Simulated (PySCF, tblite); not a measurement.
Compound: C6H13P2 (charge +1).
Atom-mapped SMILES: `[CH:1]#[C:2][P+:3]([CH3:4])([CH3:5])[CH2:6][CH2:7][PH2:8]` (hydrogens: H9 on C1; H10, H11, H12 on C4; H13, H14, H15 on C5; H16, H17 on C6; H18, H19 on C7; H20, H21 on P8)

Structure optimised with GFN2-xTB, isolated species.

(1) What internal coordinates does the optimisation give?

Answers

(1) 
| bond | length (pm) | order |
| --- | --- | --- |
| C1≡C2 | 120.3 | triple |
| C2–P3 | 174.8 | single |
| P3–C4, P3–C5 | 180.8 | single |
| P3–C6 | 182.5 | single |
| C6–C7 | 152.8 | single |
| C7–P8 | 188.2 | single |
| C1–H9 | 105.4 | single |
| C4–H10 and 5 like bonds | 109.0 | single |
| C6–H16, C6–H17 | 109.6 | single |
| C7–H18, C7–H19 | 109.2 | single |
| P8–H20 | 138.9 | single |
| P8–H21 | 140.0 | single |

Bonds in one row agree within 1 pm and their mean is given. Orders are formal, as drawn. A selection of angles:
| angle | degrees |
| --- | --- |
| C1–C2–P3 | 179.1 |
| C2–P3–C4 | 107.7 |
| C2–P3–C5 | 109.3 |
| C2–P3–C6 | 109.0 |
| C4–P3–C5 | 108.8 |
| C4–P3–C6 | 108.5 |
| C5–P3–C6 | 113.4 |
| P3–C6–C7 | 114.4 |
| C6–C7–P8 | 112.5 |

Dihedral angles: C2–P3–C6–C7 -39° (synclinal); P3–C6–C7–P8 -57° (synclinal). The mirror-image conformer, all signs reversed, is as good.

P8 (phosphine phosphorus) is pyramidal (angles 95.5°, 94.4° and 92.4°, sum 282.3°, 0.81 Å off the plane of its three neighbours). The 2 C–C bonds span 1.203 Å (C1≡C2, drawn triple) to 1.528 Å (C6–C7, drawn single), a spread of 0.325 Å. Of the pairs four or more bonds apart, P8···H13 is among the closest relative to their van der Waals radii: 2.76 Å, 92 % of the sum of Bondi's values. The C–P distances run from 1.748 Å (C2–P3, drawn single) to 1.882 Å (C7–P8, drawn single), a spread of 0.134 Å. P3 (phosphonium phosphorus) is distorted tetrahedral (angles from 107.7° to 113.4°).

Point group: C1 (no symmetry element, even within 0.4 Å). Its GFN2-xTB frequencies are all real (lowest 52 cm⁻¹). Torsions: C2–P3–C6–C7 -39°, P3–C6–C7–P8 -57°, C6–C7–P8–H -168° and 99°.

These are computed values.
